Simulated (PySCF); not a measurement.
Input file for PySCF: R-MP2/6-31G* on C5H6O (SMILES C=CC(=O)C=C).

```python
from pyscf import gto, scf, dft, mp
from pyscf.data.elements import chemcore

mol = gto.M(
    atom='''
    C     1.32967790    0.99655741   -0.61484719
    C     0.08697432    0.85366139   -1.06749421
    C    -0.80145246   -0.30631164   -0.79815403
    O    -1.63517602   -0.62493946   -1.62836557
    C    -0.69480773   -1.08602993    0.46202454
    C    -0.30232905   -0.60384839    1.63806646
    H     1.94542960    1.82972156   -0.92883533
    H     1.78266067    0.27689282    0.05362597
    H    -0.32534106    1.55690958   -1.78255854
    H    -1.08272921   -2.09530408    0.37984051
    H    -0.33659994   -1.21484740    2.53104137
    H     0.03369296    0.41753816    1.75565603
    ''',
    basis='6-31g*',
    cart=True,
    charge=0, spin=0, verbose=3, max_memory=1800)
mf = scf.RHF(mol)
mf.conv_tol = 1e-8
mf.max_cycle = 100
mf.kernel()
if not mf.converged:
    mf = mf.newton().run(mf.mo_coeff, mf.mo_occ)
pt = mp.MP2(mf, frozen=chemcore(mol)).run()
```

Program output:

```
converged SCF energy = -267.644611689777
E(RMP2) = -268.445582365377  E_corr = -0.8009706756001
E(SCS-RMP2) = -268.428651342427  E_corr = -0.784039652650985
```

Self-consistency was reached.

Cost: roughly 2.9 core-seconds.
